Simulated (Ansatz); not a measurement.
Input file for C4H6Zn:

```yaml
crystal:
  periodic: [false, false, false]
  atoms:
    - {symbol: C, position_ang: [-1.274155, 1.545752, -0.566167]}
    - {symbol: C, position_ang: [-0.635517, 0.414342, -0.513663]}
    - {symbol: Zn, position_ang: [2.567487, 1.848603, -0.094424]}
    - {symbol: C, position_ang: [0.009696, -0.715116, -0.453562]}
    - {symbol: C, position_ang: [0.472037, -1.368238, 0.811583]}
    - {symbol: H, position_ang: [-2.358545, 1.585116, -0.535680]}
    - {symbol: H, position_ang: [-0.740443, 2.488810, -0.644479]}
    - {symbol: H, position_ang: [0.234033, -1.222508, -1.390365]}
    - {symbol: H, position_ang: [0.036219, -2.366312, 0.914198]}
    - {symbol: H, position_ang: [1.559754, -1.489550, 0.808147]}
    - {symbol: H, position_ang: [0.194835, -0.777800, 1.684914]}
basis:
  gaussian: {orbitals: def2-TZVPP}
correlation: {method: ccsd_t, frozen_orbitals: {C: 1, H: 0, Zn: 9}}
```

```sh
$ ansatz run in.yaml --threads 2 --pin off --events-out ev --progress --plain --max-ram 32768MiB --backend cuda --devices 0, --max-vram 18GiB
```

Log, shortened:

```
Functional definition: HF
1672 factors; integrals over basis functions are off by at most 1.1e-3 eV
mean field evaluation 1: about -52590.0523 eV, gradient 3.1e1 eV
mean field evaluation 2: about -52590.2874 eV, gradient 3.1e1 eV
mean field evaluation 4: about -52593.1670 eV, gradient 3.4e0 eV
mean field evaluation 8: about -52593.2112 eV, gradient 3.2e-1 eV
mean field -52593.21169110 eV, -1932.7648806887 hartree, gradient 6.6e-6 eV, S^2 0.000000; 0 other end points of the search recorded, 0 dependent functions left out
13 core orbitals not correlated: weight in the atoms' cores, before any rotation towards them, 1.000 or more for the frozen orbitals, at most 0.000 for the correlated occupied ones
reference -52593.21169110 eV, -1932.7648806887 hartree; 17, 17 occupied and 242, 242 virtual orbitals, 1672 factors
second order -31.12728682 eV of doubles, -0.00000000 eV of singles
cycle   1  -29.93996353 eV  change     1.2e0 eV  update   1.3e-1
cycle   2  -30.84277043 eV  change   -9.0e-1 eV  update   5.0e-2
cycle   3  -31.02649605 eV  change   -1.8e-1 eV  update   2.3e-2
cycle   4  -31.00069820 eV  change    2.6e-2 eV  update   6.0e-3
cycle   5  -31.00000167 eV  change    7.0e-4 eV  update   2.0e-3
cycle   6  -31.00201490 eV  change   -2.0e-3 eV  update   6.8e-4
cycle   7  -31.00208991 eV  change   -7.5e-5 eV  update   2.6e-4
cycle   8  -31.00209572 eV  change   -5.8e-6 eV  update   8.4e-5
cycle   9  -31.00218120 eV  change   -8.5e-5 eV  update   3.0e-5
cycle  10  -31.00220042 eV  change   -1.9e-5 eV  update   9.4e-6
perturbative correction -1.24770159 eV, -0.0458521877 hartree
Total energy: -52625.46159311 eV, -1933.9500427279 hartree
```

It took 18 s on 2 threads of an AMD EPYC 7R13 on a shared host and a share of an NVIDIA H100 80 GB, with 1.1 GiB of host memory at the peak.

MP2 recovers 96.5 % of the CCSD(T) correlation energy and the triples give 3.9 %; T1 = 0.0136.
